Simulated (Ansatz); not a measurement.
Two isomers of C2H3ClGe: A = `Cl[C]1=[CH][GeH2]1`, B = `C#[C][GeH2][Cl]`.

Program: Ansatz. Geometries: PBE0-D4/def2-TZVP. ΔE: electronic, gas phase. CCSD(T)/CBS adds triple-zeta CCSD(T) − MP2 to the extrapolated MP2 energy (def2 sets, frozen cores). Functionals use def2-TZVPP. B3LYP here is the variant with VWN-RPA as its local correlation; programs differ in this. For Ge outer-core shells are correlated without core-valence functions, which leaves a few kJ/mol of doubt a bond. Scalar relativity is left out up to krypton.

(1) Which is lower in electronic energy at CCSD(T)/CBS, and by how much? (Estimate.)

(2) Give E(B) − E(A) in kcal/mol with PBE0-D4, ωB97M-V, BLYP-D4, CCSD(T)/def2-SVP, B2PLYP, r2SCAN-D4, B3LYP. (Estimate.)

(3) Does the order hold for the free energy at 298.15 K (harmonic terms from PBE0-D4)? (Estimate.)

Largest T1 diagnostic: 0.013.

Results:

(1) Ansatz gave: B, by 41.4 kcal/mol.

(2) Computed: PBE0-D4 -35.3, ωB97M-V -41.2, BLYP-D4 -39.3, CCSD(T)/def2-SVP -41.9, B2PLYP -42.9, r2SCAN-D4 -37.0, B3LYP -41.4. None reverses the order clearly.

(3) Ansatz gave: Yes: G(B) − G(A) = -42.1 kcal/mol.

Leaving LDA and LC-ωPBE aside and taking each functional with its dispersion term where it has one, the values, not all of them listed here, spread over 11.9 kcal/mol, from BHLYP-D4 to PBE-D4. LDA lies +5.6 kcal/mol from PBE without D4. From PBE to PBE0 (25 % exact exchange), in def2-TZVPP and without D4, E(B) − E(A) moves by −2.6 kcal/mol.
